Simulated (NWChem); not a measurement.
System: C₂H₆O₂Si; SMILES O=CC[SiH2]O

```xyz
11

O      0.3448     2.5639    -0.3610
C     -0.2162     1.7837     0.3799
C     -0.8160     0.4772    -0.0540
Si     0.4590    -0.9372     0.1082
O     -0.2443    -2.4275    -0.1396
H     -0.2818     1.9907     1.4724
H     -1.6792     0.2195     0.5725
H     -1.1276     0.5496    -1.1025
H      1.5615    -0.6737    -0.8553
H      0.9772    -0.9702     1.4958
H     -0.4871    -2.6524    -1.0481
```
Atoms are numbered in this order, from 1.

Program: NWChem. All runs use the structure optimised with B3LYP/6-31G* (spherical d). Total energies of different functionals are on different scales.

```
level                                 energy (Ha)  highest occupied level (eV)  orbital gap (eV)  dipole (D)  relative time
------------------------------------  -----------  ---------------------------  ----------------  ----------  -------------
PBE/def2-SVP                            -519.1078                        -5.59              3.77        2.43              1
B3LYP/def2-SVP                          -519.5468                        -7.01              6.05        2.41              1
LDA (Slater exchange, VWN5)/def2-SVP    -516.5494                        -5.71              3.64        2.48              1
TPSSh/def2-SVP                          -519.5515                        -6.40              5.16        2.44              1
BLYP/def2-SVP                           -519.4498                        -5.47              3.83        2.42              1
CAM-B3LYP/def2-SVP                      -519.4329                        -8.71              9.24        2.40              5
```

Relative times are rough (shared machine, one core).
